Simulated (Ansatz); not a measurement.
`[SeH][In]([SeH])[SeH]`, charge 0, multiplicity 1.

Give a relaxed structure at PBE0-D4/def2-TZVP (Ansatz). (Estimate.)

The calculation gave: 
Z-matrix (Å, degrees):
```
In
Se 1 2.500
Se 1 2.500 2 120.0
Se 1 2.500 2 120.0 3 180.0
H 2 1.470 1 91.6 3 0.6
H 3 1.469 1 91.6 2 -179.5
H 4 1.470 1 91.6 2 0.5
```
Point group C3h.
